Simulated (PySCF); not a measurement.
From one molecule to another.

First species: C7H9ClN2.
InChI=1S/C7H9ClN2/c1-9-10-7-4-2-6(8)3-5-7/h2-5,9-10H,1H3

Second species: C2H11N3Si3.
Structure used (GFN2-xTB), in Å, numbered top down from 1:
```
atom  x, y, z in Å
N1    -0.8452    3.1770   -0.3279
C2    -0.5990    2.3815    0.4595
C3    -0.2809    1.3462    1.3816
Si4    0.1962   -0.2546    0.4004
N5    -1.1887   -0.7491   -0.5222
Si6   -2.7910   -1.1098    0.0406
Si7    1.9741    0.1328   -1.0077
N8     3.2155   -0.9378   -0.4708
H9     0.5400    1.6742    2.0195
H10   -1.1520    1.1528    2.0085
H11    0.3128   -1.2654    1.4693
H12   -1.1386   -0.5498   -1.5082
H13   -3.5071    0.0951    0.4737
H14   -3.4746   -1.7378   -1.0881
H15   -2.6255   -2.0221    1.1715
H16    2.5892    1.4565   -0.8750
H17    1.6241   -0.0173   -2.4370
H18    3.0031   -1.9119   -0.3282
H19    4.1377   -0.8512   -0.8670
```

Levels: PBE0/pcSseg-1 for dipole moment, HOMO energy, LUMO energy and HOMO–LUMO gap; GFN2-xTB for rotational constant A and rotational constant C. Geometries: GFN2-xTB. Each species is one conformer at its optimised geometry, gas phase, non-relativistic unless stated. Electronic properties by PySCF.

The conformers computed, where there is a choice (atom-mapped SMILES and torsion angles):
- `[CH3:1][NH:2][NH:3][c:4]1[cH:5][cH:6][c:7]([Cl:8])[cH:9][cH:10]1`: C1–N2–N3–C4 137°, N2–N3–C4–C5 169°
- `[N:1]#[C:2][CH2:3][Si@@H:4]([NH:5][SiH3:6])[SiH2:7][NH2:8]`: C2–C3–Si4–N5 -62°, C3–Si4–N5–Si6 -56°, C3–Si4–Si7–N8 119°, H–N8–Si7–Si4 50°, H–N8–Si7–Si4 -172°

(1) Which of the two has the higher rotational constant A, and by how much?

(2) Which of the two has the higher rotational constant C, and by how much?

(3) Which of the two has the higher dipole moment, and by how much?

(4) Which has the higher HOMO–LUMO gap?

(5) Which of the two has the higher HOMO energy, and by how much?

(6) Which has the higher LUMO energy?

Results:

(1) The first: 4.272 GHz against 1.338 GHz, a difference of 2.934 GHz.

(2) The second: 0.562 GHz against 0.439 GHz, a difference of 0.123 GHz.

(3) The first: 4.95 D against 4.23 D, a difference of 0.72 D.

(4) The second: 6.80 eV against 5.53 eV, a difference of 1.27 eV.

(5) The first: -5.74 eV against -7.47 eV, a difference of 1.73 eV.

(6) The first: -0.21 eV against -0.67 eV, a difference of 0.46 eV.

On the first: The dipole matches unit charges of opposite sign 1.03 Å apart (1 e·Å = 4.8032 D). A dipole of 4.95 D is allowed in C1, and pure rotational transitions are dipole-allowed.

On the second: The dipole matches unit charges of opposite sign 0.88 Å apart (1 e·Å = 4.8032 D). A dipole of 4.23 D is allowed in C1, and pure rotational transitions are dipole-allowed.
